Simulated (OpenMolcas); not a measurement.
# Tb3+: effect of the active space

```yaml
Program: OpenMolcas
Method: SS-CASPT2 or its RAS form, IPEA 0.25 Eh, imaginary shift 0.1 Eh
Basis: ANO-RCC-VTZP
Scalar_Hamiltonian: DKH2, point nucleus
Spin-orbit_coupling: RASSI with atomic mean-field integrals over the reference wave functions, term energies averaged over their components
```

A. 8 electrons in 7 orbitals (4f); 2S+1 = 7 even, 7 roots; 2S+1 = 5 even, 140 roots (126 in the spin-orbit step); 2S+1 = 3 even, 588 roots (308 in the spin-orbit step); 2S+1 = 1 even, 490 roots (173 in the spin-orbit step); closed shells correlated: 5s 5p; CASPT2 step of the order of 7 core-minutes
B. 8 electrons in 12 orbitals (RAS2 4f; RAS3 5d, at most 1 electron); 2S+1 = 7 even, 7 roots; 2S+1 = 5 even, 140 roots (105 in the spin-orbit step); 2S+1 = 3 even, 127 roots kept (CI in the orbitals of an earlier block); 2S+1 = 1 even, 121 roots kept (CI in the orbitals of an earlier block, 47 in the spin-orbit step); 2S+1 = 9 odd, 5 roots; 2S+1 = 7 odd, 121 roots kept (CI in the orbitals of an earlier block, 5 in the spin-orbit step); 2S+1 = 5 odd, 112 roots kept (CI in the orbitals of an earlier block, 0 in the spin-orbit step); 2S+1 = 3 odd, 37 roots kept (CI in the orbitals of an earlier block, 0 in the spin-orbit step); 2S+1 = 1 odd, 29 roots kept (CI in the orbitals of an earlier block, 0 in the spin-orbit step); closed shells correlated: 5s 5p; CASPT2 step of the order of 7 core-minutes
C. 8 electrons in 14 orbitals (RAS2 4f; RAS3 5f, at most 2 electrons); 2S+1 = 7 even, 7 roots; 2S+1 = 5 even, 31 roots kept (CI in the orbitals of an earlier block); closed shells correlated: 5s 5p; CASPT2 step about 40 core-minutes

Energies in eV above 4f⁸ ⁷F₆, the measured ground level; measured values from Martin, Zalubas and Hagan, Atomic Energy Levels: The Rare-Earth Elements, NSRDS-NBS 60 (1978).

```json
{"Level": "4f⁸ ⁷F₆", "A": "0.0000", "B": "0.0000", "C": "0.0000", "Measured": "0.0000"}
{"Level": "4f⁸ ⁷F₅", "A": "0.263", "B": "0.263", "C": "0.271", "Measured": "0.2544"}
{"Level": "4f⁸ ⁷F₄", "A": "0.424", "B": "0.426", "C": "0.444", "Measured": "0.4109"}
{"Level": "4f⁸ ⁷F₃", "A": "0.551", "B": "0.552", "C": "0.563", "Measured": "0.5322"}
{"Level": "4f⁸ ⁷F₂", "A": "0.641", "B": "0.643", "C": "0.644", "Measured": "0.6172"}
{"Level": "4f⁸ ⁷F₁", "A": "0.700", "B": "0.702", "C": "0.694", "Measured": "0.6735"}
{"Level": "4f⁸ ⁷F₀", "A": "0.730", "B": "0.730", "C": "0.718", "Measured": "0.7010"}
```

Deviations, from unrounded energies. A percentage is the sum of absolute deviations over the sum of measured energies, with the sign that they share, or ± where signs differ.

```tsv
Against measurement	Levels	A	B	C
mean absolute deviation (cm-1)	6	160	170	190
fine structure of the ground term (%)	6	+3.8	+4.0	+4.5
```

A, B lie about equally close to measurement and C furthest from it. The largest miss of A in the table is 4f⁸ ⁷F₀, by +230 cm-1. The ranking rests on the paired levels alone, and a cruder setting can come out closer through cancelling errors.

The spin-orbit steps hold different terms of 4f⁸ (B lacks among others ¹D, ¹F, ¹G, ¹H, ¹I; C lacks among others ¹D, ¹F, ¹G, ¹H, ¹I), which shifts levels as well.

The two smallest mean deviations differ by little beside CASPT2's spread within terms, so their order carries little weight.

Among A to C the level of the table that moves most is 4f⁸ ⁷F₄, by 160 cm-1 (lowest in A, highest in C). Moves below CASPT2's spread within the term are not significant.

Term energies are means over components that CASPT2 splits; among the terms shown or strongly mixed into the levels shown the widest spread is 63 cm-1 (4f⁸ ⁷F, A). High states are left out of the spin-orbit mixing, which shifts the levels that they would mix with. Each CASPT2 term energy is a mean over a sample of three components (holds for B; C). Active for correlation alone: 5f; no level in the range computed is led by a configuration that fills it, so any true level of that kind is missing (holds for C). Measured partners are found by configuration, term and J. A level has none where our copy of the source lacks it or the pairing is in doubt (some pairs that miss far off the trend of their configuration count as doubtful), and it then counts in no deviation. Levels of configurations outside the active space are missing. Levels that lie high or do not pair safely by name in every column are left out.
